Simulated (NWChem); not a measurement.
System: CH3O2 cation; SMILES O=C[OH2+]

Output (shortened):

```
             Northwest Computational Chemistry Package (NWChem) 7.3.0
             --------------------------------------------------------

 C1  symmetry detected

                             Geometry "geometry" -> ""
                             -------------------------

 Output coordinates in angstroms (scale by  1.889725989 to convert to a.u.)

  No.       Tag          Charge          X              Y              Z
 ---- ---------------- ---------- -------------- -------------- --------------
    1 O                    8.0000    -0.29095851     1.21292767    -0.00112293
    2 C                    6.0000     0.45926797     0.34710986    -0.00338774
    3 O                    8.0000    -0.15139234    -1.10870032    -0.02575134
    4 H                    1.0000     1.55298356     0.20730184    -0.01536979
    5 H                    1.0000     0.35286502    -1.92286829     0.17660930
    6 H                    1.0000    -1.12264959    -1.20091153     0.07408105

 Effective nuclear repulsion energy (a.u.)      74.8391822404

                                 NWChem DFT Module
                                 -----------------

 Summary of "ao basis" -> "ao basis" (spherical)
 ------------------------------------------------------------------------------
       Tag                 Description            Shells   Functions and Types
 ---------------- ------------------------------  ------  ---------------------
 O                          def2-svp                 6       14   3s2p1d
 C                          def2-svp                 6       14   3s2p1d
 H                          def2-svp                 3        5   2s1p

            General Information
            -------------------
          SCF calculation type: DFT
          Wavefunction type:  closed shell.
          No. of atoms     :     6
          No. of electrons :    24
           Alpha electrons :    12
            Beta electrons :    12
          Charge           :     1
          Spin multiplicity:     1
          Use of symmetry is: off; symmetry adaption is: off
          Maximum number of iterations: 150
          AO basis - number of functions:    57
                     number of shells:    27
          Convergence on energy requested:  1.00D-06
          Convergence on density requested:  1.00D-05
          Convergence on gradient requested:  5.00D-04

              XC Information
              --------------
                       M06-2X Method XC Functional
                     Hartree-Fock (Exact) Exchange  0.540
                        M06-2X Exchange Functional  1.000
                      M06-2X Correlation Potential  1.000

             Grid Information
             ----------------
          Grid used for XC integration:  xcoarse
          Radial quadrature: Mura-Knowles
          Angular quadrature: Lebedev.
          Tag              B.-S. Rad. Rad. Pts. Rad. Cut. Ang. Pts.
          ---              ---------- --------- --------- ---------
          O                   0.60       21           8.0       194
          C                   0.70       21           7.0       194
          H                   0.35       21           8.0       194
          Grid pruning is: on
          Number of quadrature shells:   126
          Spatial weights used:  Erf1

      Superposition of Atomic Density Guess
      -------------------------------------

 Sum of atomic energies:        -188.50495529

 Renormalizing density from      25.00 to     24

      Non-variational initial energy
      ------------------------------

 Total energy =    -184.569543
 1-e energy   =    -389.538029
 2-e energy   =     130.129304
 HOMO         =      -0.850973
 LUMO         =      -0.380025

     ---------------------------------------------
      Total Density - Mulliken Population Analysis
     ---------------------------------------------

    Atom       Charge   Shell Charges
 -----------   ------   -------------------------------------------------------
    1 O    8     8.59   1.99  1.22  0.57  3.33  1.45  0.02
    2 C    6     5.11   1.99  1.01  0.24  1.43  0.33  0.10
    3 O    8     8.53   1.99  1.15  0.51  3.29  1.59  0.00
    4 H    1     0.72   0.57  0.12  0.02
    5 H    1     0.52   0.43  0.04  0.05
    6 H    1     0.54   0.44  0.04  0.06

   convergence    iter        energy       DeltaE   RMS-Dens  Diis-err
 ---------------- ----- ----------------- --------- --------- ---------
 d= 0,ls=0.0,diis     1   -189.5766895852 -2.64D+02  3.00D-02  2.34D+00
 d= 0,ls=0.0,diis     2   -189.3236736531  2.53D-01  1.94D-02  5.22D+00
 d= 0,ls=0.0,diis     3   -189.8002272397 -4.77D-01  3.20D-03  1.09D-01
 d= 0,ls=0.0,diis     4   -189.8092060540 -8.98D-03  9.65D-04  1.59D-02
 d= 0,ls=0.0,diis     5   -189.8104905013 -1.28D-03  2.65D-04  4.79D-04
  Resetting Diis
 d= 0,ls=0.0,diis     6   -189.8105456332 -5.51D-05  9.57D-05  3.23D-05
 d= 0,ls=0.0,diis     7   -189.8105506874 -5.05D-06  2.33D-05  1.01D-06
 d= 0,ls=0.0,diis     8   -189.8105508765 -1.89D-07  9.02D-06  7.22D-07

         Total DFT energy =     -189.810550876488
      One electron energy =     -400.487067630687
           Coulomb energy =      159.118885163355
    Exchange-Corr. energy =      -23.281550649600
 Nuclear repulsion energy =       74.839182240444

 Numeric. integr. density =       23.998683725158

                       DFT Final Molecular Orbital Analysis
                       ------------------------------------

 Vector   10  Occ=2.000000D+00  E=-8.057090D-01
              MO Center= -4.6D-02, -1.2D-01, -8.8D-04, r^2= 1.7D+00
   Bfn.  Coefficient  Atom+Function         Bfn.  Coefficient  Atom+Function
  ----- ------------  ---------------      ----- ------------  ---------------
    34      0.431839  3 O  pz                 6      0.320052  1 O  pz
    20      0.311832  2 C  pz                37      0.300219  3 O  pz
     9      0.176672  1 O  pz                23      0.136155  2 C  pz
     4     -0.072030  1 O  px                19     -0.057611  2 C  py
    33      0.051743  3 O  py                 5      0.046618  1 O  py

 Vector   11  Occ=2.000000D+00  E=-7.293171D-01
              MO Center= -1.3D-01, -9.8D-03, -4.2D-02, r^2= 1.8D+00
   Bfn.  Coefficient  Atom+Function         Bfn.  Coefficient  Atom+Function
  ----- ------------  ---------------      ----- ------------  ---------------
    34      0.461572  3 O  pz                 6     -0.408863  1 O  pz
    37      0.340579  3 O  pz                 9     -0.252610  1 O  pz
    20     -0.248083  2 C  pz                23     -0.094899  2 C  pz
    31     -0.062057  3 O  s                 30     -0.049925  3 O  s
     4     -0.048592  1 O  px                48      0.035782  5 H  s

 Vector   12  Occ=2.000000D+00  E=-6.722248D-01
              MO Center= -4.3D-02,  6.1D-01,  1.9D-03, r^2= 1.7D+00
   Bfn.  Coefficient  Atom+Function         Bfn.  Coefficient  Atom+Function
  ----- ------------  ---------------      ----- ------------  ---------------
     4      0.431434  1 O  px                 5      0.345306  1 O  py
     7      0.270516  1 O  px                33      0.259649  3 O  py
    31      0.241386  3 O  s                  8      0.233325  1 O  py
    43     -0.199145  4 H  s                 36      0.190233  3 O  py
    16     -0.122546  2 C  s                 30      0.122860  3 O  s

 Vector   13  Occ=0.000000D+00  E=-2.271064D-01
              MO Center=  2.7D-01,  5.5D-01,  4.6D-03, r^2= 1.4D+00
   Bfn.  Coefficient  Atom+Function         Bfn.  Coefficient  Atom+Function
  ----- ------------  ---------------      ----- ------------  ---------------
    23      0.577163  2 C  pz                20      0.552070  2 C  pz
     9     -0.473763  1 O  pz                 6     -0.430537  1 O  pz
    34     -0.144606  3 O  pz                37     -0.136493  3 O  pz
    17      0.041594  2 C  s                 31      0.040061  3 O  s
    48     -0.033636  5 H  s                 54     -0.032672  6 H  s

 Vector   14  Occ=0.000000D+00  E=-1.869827D-01
              MO Center= -1.5D-01, -1.3D+00,  1.5D-01, r^2= 3.3D+00
   Bfn.  Coefficient  Atom+Function         Bfn.  Coefficient  Atom+Function
  ----- ------------  ---------------      ----- ------------  ---------------
    31      0.962714  3 O  s                 49     -0.772049  5 H  s
    54     -0.571347  6 H  s                 30      0.283589  3 O  s
    17     -0.242452  2 C  s                 19      0.239463  2 C  py
    48     -0.192890  5 H  s                 53     -0.177571  6 H  s
    44      0.173836  4 H  s                 22      0.153921  2 C  py

 Vector   15  Occ=0.000000D+00  E=-1.263853D-01
              MO Center=  1.2D+00, -5.5D-01,  4.5D-02, r^2= 3.2D+00
   Bfn.  Coefficient  Atom+Function         Bfn.  Coefficient  Atom+Function
  ----- ------------  ---------------      ----- ------------  ---------------
    44      1.412750  4 H  s                 17     -1.256264  2 C  s
    49      0.736702  5 H  s                 21     -0.425616  2 C  px
    36      0.412479  3 O  py                22      0.361488  2 C  py
    16     -0.358808  2 C  s                 33      0.296325  3 O  py
    19      0.292858  2 C  py                54     -0.221696  6 H  s

     ---------------------------------------------
      Total Density - Mulliken Population Analysis
     ---------------------------------------------

    Atom       Charge   Shell Charges
 -----------   ------   -------------------------------------------------------
    1 O    8     8.02   1.99  1.13  0.64  2.80  1.42  0.03
    2 C    6     5.60   1.99  0.96  0.19  1.87  0.49  0.10
    3 O    8     8.19   1.99  1.07  0.56  2.93  1.63  0.01
    4 H    1     0.82   0.70  0.09  0.02
    5 H    1     0.69   0.60  0.02  0.06
    6 H    1     0.68   0.59  0.03  0.06

     -------------------------------------------
      Total Density - Lowdin Population Analysis
     -------------------------------------------

    Atom       Charge   Shell Charges
 -----------   ------   -------------------------------------------------------
    1 O    8     7.93   1.98  0.93  0.62  2.65  1.71  0.04
    2 C    6     5.68   1.97  0.63  0.32  1.66  0.88  0.23
    3 O    8     7.85   1.97  0.83  0.51  2.73  1.80  0.02
    4 H    1     0.92   0.61  0.24  0.07
    5 H    1     0.81   0.50  0.14  0.17
    6 H    1     0.81   0.50  0.14  0.17

     Multipole analysis of the density
     ---------------------------------

     L   x y z        total         alpha         beta         nuclear
     -   - - -        -----         -----         ----         -------
     0   0 0 0      1.000000    -12.000000    -12.000000     25.000000

     1   1 0 0      0.525142      0.262571      0.262571      0.000000
     1   0 1 0     -1.841858     -0.920929     -0.920929     -0.000000
     1   0 0 1      0.232087      0.116044      0.116044      0.000000

     2   2 0 0     -7.063485    -14.107071    -14.107071     21.150657
     2   1 1 0      1.460793     -0.104557     -0.104557      1.669908
     2   1 0 1     -0.061915      0.005199      0.005199     -0.072314
     2   0 2 0     -5.831714    -52.033661    -52.033661     98.235609
     2   0 1 1     -0.864719     -0.037230     -0.037230     -0.790259
     2   0 0 2    -11.728794     -5.939923     -5.939923      0.151053

            General Information
            -------------------
          SCF calculation type: DFT
          Wavefunction type:  closed shell.
          No. of atoms     :     6
          No. of electrons :    24
           Alpha electrons :    12
            Beta electrons :    12
          Charge           :     1
          Spin multiplicity:     1
          Use of symmetry is: off; symmetry adaption is: off
          Maximum number of iterations: 150
          AO basis - number of functions:    57
                     number of shells:    27
          Convergence on energy requested:  1.00D-06
          Convergence on density requested:  1.00D-05
          Convergence on gradient requested:  5.00D-04

              XC Information
              --------------
                       M06-2X Method XC Functional
                     Hartree-Fock (Exact) Exchange  0.540
                        M06-2X Exchange Functional  1.000
                      M06-2X Correlation Potential  1.000

             Grid Information
             ----------------
          Grid used for XC integration:  xcoarse
          Radial quadrature: Mura-Knowles
          Angular quadrature: Lebedev.
          Tag              B.-S. Rad. Rad. Pts. Rad. Cut. Ang. Pts.
          ---              ---------- --------- --------- ---------
          O                   0.60       21           8.0       194
          C                   0.70       21           7.0       194
          H                   0.35       21           8.0       194
          Grid pruning is: on
          Number of quadrature shells:   126
          Spatial weights used:  Erf1

          Convergence Information
          -----------------------
          Convergence aids based upon iterative change in
          total energy or number of iterations.
          Levelshifting, if invoked, occurs when the
          HOMO/LUMO gap drops below (HL_TOL):  1.00D-02
          DIIS, if invoked, will attempt to extrapolate
          using up to (NFOCK): 10 stored Fock matrices.

                    Damping( 0%)  Levelshifting(0.5)       DIIS
                  --------------- ------------------- ---------------
          dE  on:    start            ASAP                start
          dE off:    2 iters        150 iters           150 iters

                            NWChem DFT Gradient Module
                            --------------------------

  charge          =   1.00
  wavefunction    = closed shell

                         DFT ENERGY GRADIENTS

    atom               coordinates                        gradient
                 x          y          z           x          y          z
   1 O      -0.549832   2.292101  -0.002122   -0.006482   0.010438  -0.000122
   2 C       0.867891   0.655943  -0.006402    0.007557  -0.009900   0.000242
   3 O      -0.286090  -2.095140  -0.048663    0.000167  -0.000378  -0.000603
   4 H       2.934713   0.391744  -0.029045   -0.001947   0.000373   0.000000
   5 H       0.666818  -3.633694   0.333743    0.000295  -0.000277   0.000322
   6 H      -2.121500  -2.269394   0.139993    0.000410  -0.000256   0.000162
```

Level: M06-2X/def2-SVP. Structure relaxed at the PBE0/def2-SVP level.

Problem. Reconstruct the input file.

Solution. Several could match; the one computed here: the input that was run:
```
start job
memory heap 200 mb stack 900 mb global 1100 mb
charge 1
geometry units angstroms noautoz
  O     -0.275730     1.235055    -0.072469
  C      0.462497     0.360935    -0.013984
  O     -0.167687    -1.085811     0.036845
  H      1.554249     0.206615    -0.001078
  H      0.322316    -1.893553     0.292862
  H     -1.141483    -1.159687     0.126699
end
basis spherical
  * library def2-svp
end
dft
  xc m06-2x
  grid xcoarse
  iterations 150
  mulliken
end
task dft gradient
```
